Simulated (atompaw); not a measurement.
## What the settings do to the PAW (atompaw) potential of Co

Base potential:

- Element: Co (Z = 27)
- Generator: atompaw 4.2.0.5
- Type: PAW
- Functional: PBE
- Relativity: scalar-relativistic
- Frozen core: [Ne]
- Valence charge: 17
- Reference configuration: 3s2 3p6 3d7 4s2 4p0
- Partial waves: 3s (bound): rc 1.20 bohr; 4s (bound): rc 1.35 bohr; 3p (bound): rc 1.35 bohr; 4p (bound, empty): rc 1.35 bohr; 3d (bound): rc 1.35 bohr; 3d channel at 0.1 Ry: rc 1.35 bohr
- Local potential: ultrasoft scheme with l = 3 at 0 Ry, radius 0.95 bohr
- Core correction: smooth core density matched at 0.75 bohr
- Augmentation charge: sinc compensation charge, radius 1.05 bohr; PAW radius 1.35 bohr; waves and projectors: custom polynom2 7 10 vanderbiltortho

Cutoffs, loose and tight: the cutoffs (Ry, on a coarse ladder) from which the occupation-weighted sum of valence levels, in a spherical-Bessel basis at the reference potential, stays within 10 and 1 mRy of its value at 400 Ry. They see the waves, projectors and local potential, not the compensation charge or the core. A dash means not determined.

Cutoffs are not given where the Bessel-basis levels miss the radial ones by over 6 mRy, ghosts where they miss by over 20 mRy; a channel whose overlap is not positive is not tested.

```tsv
change	outcome	cutoff, loose	cutoff, tight	bound ghosts
base	generated	300 Ry	over 300 Ry	none
all radii scaled by about 1.17 (s 1.40, p 1.58, d 1.58 bohr); local potential ultrasoft scheme with l = 3 at 0 Ry, radius 1.10 bohr; augmentation sinc compensation charge, radius 1.22 bohr; PAW radius 1.58 bohr; waves and projectors: custom polynom2 7 10 vanderbiltortho; core correction smooth core density matched at 0.88 bohr	generated	140 Ry	300 Ry	none
augmentation sinc compensation charge, radius 1.28 bohr; PAW radius 1.35 bohr; waves and projectors: custom polynom2 7 10 vanderbiltortho	generated	300 Ry	over 300 Ry	none
wave 3d channel at 0.1 Ry: rc 1.35 bohr becomes 3d channel at -0.42 Ry: rc 1.35 bohr	generated	300 Ry	over 300 Ry	none
core correction smooth core density matched at 1.12 bohr	generated	300 Ry	over 300 Ry	none
wave 3s (bound): rc 1.20 bohr becomes 3s (bound): rc 0.98 bohr	generated	300 Ry	over 300 Ry	none
wave 3p (bound): rc 1.35 bohr becomes 3p (bound): rc 0.90 bohr	generated	–	–	not determined
local potential ultrasoft scheme with l = 3 at 0 Ry, radius 0.92 bohr	generated	300 Ry	over 300 Ry	none
local potential troulliermartins scheme with l = 3 at 0 Ry, radius 0.95 bohr	generated	300 Ry	over 300 Ry	none
```

Question: What comes out with this change to the base: core [Ar], valence charge 9; reference 3d7 4s1.5 4p0.5; waves now 4s (bound): rc 2.65 bohr; 4s channel at 0.55 Ry: rc 2.65 bohr; 4p (bound): rc 2.65 bohr; 4p channel at 1.95 Ry: rc 2.65 bohr; 3d (bound): rc 1.20 bohr; 3d channel at 4.3 Ry: rc 1.20 bohr; local potential ultrasoft scheme with l = 3 at 0 Ry, radius 2.10 bohr; core correction smooth core density matched at 2.00 bohr; augmentation sinc compensation charge, radius 2.30 bohr; PAW radius 2.65 bohr; waves and projectors: custom polynom2 7 10 vanderbiltortho?

Answer: outcome: generated; bound ghosts: none.

Question: What comes out with this change to the base: augmentation sinc compensation charge, radius 1.05 bohr; PAW radius 1.35 bohr; waves and projectors: custom polynom gramschmidtortho?

Answer: outcome: generated; cutoff, loose: 80 Ry; cutoff, tight: 140 Ry; bound ghosts: none.

Question: What comes out with this change to the base: augmentation sinc compensation charge, radius 1.05 bohr; PAW radius 1.35 bohr; waves and projectors: custom rrkj gramschmidtortho?

Answer: outcome: failed: atompaw: The overlap operator has at least one negative eigenvalue!. Cause: the overlap operator built from these waves and projectors is not positive definite.
